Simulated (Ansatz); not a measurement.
Input for Ansatz (a quantum-chemistry and plane-wave program): R-PBE/def2-TZVPP on C2H6FIn (SMILES C[CH2][InH][F]), a point of a torsion scan. Elements past Kr take the def2 small-core potentials; no spin–orbit coupling.

Ansatz 0.2 input:
```yaml
crystal:
  periodic: [false, false, false]
  atoms:
    - {symbol: C, position_ang: [-0.92737371, 0.20822462, -0.61781681]}
    - {symbol: C, position_ang: [-0.67870282, -0.16558374, 0.83212542]}
    - {symbol: In, position_ang: [1.51912660, -0.41532392, 1.27780721]}
    - {symbol: F, position_ang: [2.03677743, -2.29670191, 0.95863414]}
    - {symbol: H, position_ang: [-0.48034353, -0.52771702, -1.28838661]}
    - {symbol: H, position_ang: [-2.00080261, 0.23700550, -0.81363097]}
    - {symbol: H, position_ang: [-0.51434166, 1.18995523, -0.85191455]}
    - {symbol: H, position_ang: [-1.09624745, 0.56909478, 1.51833742]}
    - {symbol: H, position_ang: [-1.07006336, -1.15812215, 1.06031331]}
    - {symbol: H, position_ang: [2.96091820, 0.41004758, 1.80058742]}
basis:
  gaussian:
    orbitals: def2-TZVPP
hamiltonian:
  xc: {name: PBE}
scf: {lower_state_search: off}
```

Program output:

```
WARN ansatz: RAYON_NUM_THREADS=1 ignored (pool sized by the plan → 1); use --threads N
Functional definition: PBE
these checks for a lower state are left out or cut short: stability, starts, cluster_reference, orbital_swaps, neighbouring_geometries, increment
integrals: 0.13 GiB planned
1258 factors; their error is unknown
mean field: 0.98 GiB planned
mean field evaluation 1: about -10041.9872 eV, gradient 8.9e1 eV
mean field evaluation 2: about -9932.2953 eV, gradient 2.1e2 eV
mean field evaluation 4: about -10058.3438 eV, gradient 2.6e1 eV
mean field evaluation 8: about -10059.5322 eV, gradient 1.9e-1 eV
mean field evaluation 16: about -10059.5071 eV, gradient 3.0e-4 eV
mean field -10059.50712921 eV, -369.6800684198 hartree, gradient 5.4e-6 eV, S^2 0.000000; 0 other end points of the search recorded, 0 dependent functions left out
reference -10059.50719324 eV, -369.6800707726 hartree; 24, 24 occupied and 203, 203 virtual orbitals, 1258 factors
Total energy: -10059.50719324 eV, -369.6800707726 hartree
Checks for a lower state left out: stability, starts, cluster_reference, orbital_swaps, neighbouring_geometries, increment
```

The run converged.

Cost: around 2.8 core-seconds (rough).
